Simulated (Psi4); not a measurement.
C2H9AlO4Si, charge -1, doublet, at a GFN2-xTB geometry (such geometries of metal compounds can be far from the true shape) (a state made from the parent by changing its charge; the spin is typed, not shown lowest) (a gas-phase anion, which may not be bound at this level); Psi4 1.11 with SVWN/STO-3G.

The Psi4 input:
```
memory 2 GB

molecule mol {
-1 2
Al    0.296136    1.340722    1.486926
C     0.990044    2.790757    0.125178
H     2.023913    2.593974   -0.194745
H     1.008218    3.788669    0.583173
H     0.407499    2.900140   -0.801948
C    -1.742887    1.795751    1.739774
H    -2.326239    1.957755    0.821188
H    -1.856552    2.715692    2.328855
H    -2.279921    1.017353    2.300599
O     0.301482   -0.160253    0.518689
Si    0.091830   -1.178094   -0.681615
O     0.893751   -2.602113   -0.510280
O     0.653665   -0.586051   -2.106040
O    -1.492111   -1.610323   -0.849439
H     0.578296   -3.138141    0.210214
H     1.058737    0.269841   -1.992354
H    -2.086565   -0.890475   -0.655571
}

set {
  basis sto-3g
  reference uks
  diis_max_vecs 15
}

energy('svwn')
print_variables()
```

**Question.** Predict the main parts of the log of this Psi4 run.

**Answer.** 
```
   => Loading Basis Set <=

    Name: STO-3G
    Role: ORBITAL
    Keyword: BASIS

         ---------------------------------------------------------
                                   SCF
               by Justin Turney, Rob Parrish, Andy Simmonett
                          and Daniel G. A. Smith
                              UKS Reference
         ---------------------------------------------------------

  ==> Geometry <==

    Molecular point group: c1
    Full point group: C1

    Geometry (in Angstrom), charge = -1, multiplicity = 2:

       Center              X                  Y                   Z               Mass
    ------------   -----------------  -----------------  -----------------  -----------------
         AL           0.271583431264     1.404920163520     1.494089407460    26.981538530000
         C            0.965491431264     2.854955163520     0.132341407460    12.000000000000
         H            1.999360431264     2.658172163520    -0.187581592540     1.007825032230
         H            0.983665431264     3.852867163520     0.590336407460     1.007825032230
         H            0.382946431264     2.964338163520    -0.794784592540     1.007825032230
         C           -1.767439568736     1.859949163520     1.746937407460    12.000000000000
         H           -2.350791568736     2.021953163520     0.828351407460     1.007825032230
         H           -1.881104568736     2.779890163520     2.336018407460     1.007825032230
         H           -2.304473568736     1.081551163520     2.307762407460     1.007825032230
         O            0.276929431264    -0.096054836480     0.525852407460    15.994914619570
         SI           0.067277431264    -1.113895836480    -0.674451592540    27.976926534650
         O            0.869198431264    -2.537914836480    -0.503116592540    15.994914619570
         O            0.629112431264    -0.521852836480    -2.098876592540    15.994914619570
         O           -1.516663568736    -1.546124836480    -0.842275592540    15.994914619570
         H            0.553743431264    -3.073942836480     0.217377407460     1.007825032230
         H            1.034184431264     0.334039163520    -1.985190592540     1.007825032230
         H           -2.111117568736    -0.826276836480    -0.648407592540     1.007825032230

  Running in c1 symmetry.

  Rotational constants: A =      0.07096  B =      0.02716  C =      0.02421 [cm^-1]
  Rotational constants: A =   2127.18707  B =    814.35528  C =    725.79661 [MHz]
  Nuclear repulsion =  554.495152156061295

  Charge       = -1
  Multiplicity = 2
  Electrons    = 81
  Nalpha       = 41
  Nbeta        = 40

  ==> Algorithm <==

  SCF Algorithm Type is DF.
  DIIS enabled.
  MOM disabled.
  Fractional occupation disabled.
  Guess Type is SAD.
  Energy threshold   = 1.00e-06
  Density threshold  = 1.00e-06
  Integral threshold = 1.00e-12

  ==> Primary Basis <==

  Basis Set: STO-3G
    Blend: STO-3G
    Number of shells: 37
    Number of basis functions: 57
    Number of Cartesian functions: 57
    Spherical Harmonics?: true
    Max angular momentum: 1

  ==> DFT Potential <==

   => LibXC <=

    Version 7.1.2
    S. Lehtola, C. Steigemann, M. J. T. Oliveira, and M. A. L. Marques,  SoftwareX 7, 1–5 (2018) (10.1016/j.softx.2017.11.002)

   => Composite Functional: SVWN <=

    Slater exchange
    Vosko, Wilk & Nusair (VWN5_RPA)
    P. A. M. Dirac,  Math. Proc. Cambridge Philos. Soc. 26, 376 (1930) (10.1017/S0305004100016108)
    F. Bloch,  Z. Phys. 57, 545 (1929) (10.1007/BF01340281)
    S. H. Vosko, L. Wilk, and M. Nusair,  Can. J. Phys. 58, 1200 (1980) (10.1139/p80-159)

    Deriv               =              1
    GGA                 =          FALSE
    Meta                =          FALSE

    Exchange Hybrid     =          FALSE
    MP2 Hybrid          =          FALSE

   => Exchange Functionals <=

    1.0000         XC_LDA_X

   => Correlation Functionals <=

    1.0000   XC_LDA_C_VWN_RPA

[...]

  ==> Pre-Iterations <==

  SCF Guess: Superposition of Atomic Densities via on-the-fly atomic UHF (no occupation information).

   -------------------------
    Irrep   Nso     Nmo
   -------------------------
     A         57      57
   -------------------------
    Total      57      57
   -------------------------

  ==> Iterations <==

                           Total Energy        Delta E     RMS |[F,P]|

   @DF-UKS iter SAD:  -896.16655387874448   -8.96167e+02   0.00000e+00
   @DF-UKS iter   1:  -899.10133521875900   -2.93478e+00   1.00324e-02 ADIIS/DIIS
   @DF-UKS iter   2:  -898.75585780751089    3.45477e-01   1.72933e-02 ADIIS/DIIS
   @DF-UKS iter   3:  -899.27860711694575   -5.22749e-01   4.81746e-03 ADIIS/DIIS
   @DF-UKS iter   4:  -899.32216103609312   -4.35539e-02   1.44150e-03 ADIIS/DIIS
   @DF-UKS iter   5:  -899.32614652803068   -3.98549e-03   3.00773e-04 ADIIS/DIIS
   @DF-UKS iter   6:  -899.32639764124474   -2.51113e-04   5.84911e-05 DIIS
   @DF-UKS iter   7:  -899.32640468808597   -7.04684e-06   2.07667e-05 DIIS
   @DF-UKS iter   8:  -899.32640558868570   -9.00600e-07   2.83438e-06 DIIS
   @DF-UKS iter   9:  -899.32640559982576   -1.11401e-08   1.83263e-06 DIIS
   @DF-UKS iter  10:  -899.32640560695222   -7.12646e-09   1.73991e-07 DIIS
  Energy and wave function converged.

  ==> Post-Iterations <==

   Electrons on quadrature grid:
      Nalpha   =   40.9999704164 ; deviation = -2.958e-05
      Nbeta    =   39.9999703225 ; deviation = -2.968e-05
      Ntotal   =   80.9999407389 ; deviation = -5.926e-05

   @Spin Contamination Metric:   4.984802591E-04
   @S^2 Expected:                7.500000000E-01
   @S^2 Observed:                7.504984803E-01
   @S   Expected:                5.000000000E-01
   @S   Observed:                5.000000000E-01

    Orbital Energies [Eh]
    ---------------------

    Alpha Occupied:

[...]
    Alpha Virtual:

[...]
      57A      0.692070

    Beta Occupied:

[...]
      40A      0.139912

    Beta Virtual:

[...]
    Final Occupation by Irrep:
              A
    DOCC [    40 ]
    SOCC [     1 ]
    NA   [    41 ]
    NB   [    40 ]

  @DF-UKS Final Energy:  -899.32640560695222

   => Energetics <=

    Nuclear Repulsion Energy =            554.4951521560612946
    One-Electron Energy =               -2376.5278818267970564
    Two-Electron Energy =                1008.4488383377039327
    DFT Exchange-Correlation Energy =     -85.7425142739204063
    Empirical Dispersion Energy =           0.0000000000000000
    VV10 Nonlocal Energy =                  0.0000000000000000
    Total Energy =                       -899.3264056069522212

  UHF NO Occupations:
  HONO-2 :   39  A 1.9999348
  HONO-1 :   40  A 1.9998742
  HONO-0 :   41  A 1.0000000
  LUNO+0 :   42  A 0.0001258
  LUNO+1 :   43  A 0.0000652
  LUNO+2 :   44  A 0.0000436
  LUNO+3 :   45  A 0.0000039

Computation Completed

Properties will be evaluated at   0.000000,   0.000000,   0.000000 [a0]

Properties computed using the SCF density matrix

 Multipole Moments:

 ------------------------------------------------------------------------------------
     Multipole            Electronic (a.u.)      Nuclear  (a.u.)        Total (a.u.)
 ------------------------------------------------------------------------------------

 L = 1.  Multiply by 2.5417464519 to convert [e a0] to [Debye]
 Dipole X            :          3.8151918           -3.7117878            0.1034041
 Dipole Y            :        -11.0389057            9.7053671           -1.3335387
 Dipole Z            :         -1.2754621            1.0829333           -0.1925289
 Magnitude           :                                                    1.3513272

 ------------------------------------------------------------------------------------

  Variable Map:
  ----------------------------------------------------------------------------
[...]
  Array Variable Map:
  ----------------------------------------------------------------------------
[...]
[...]
```
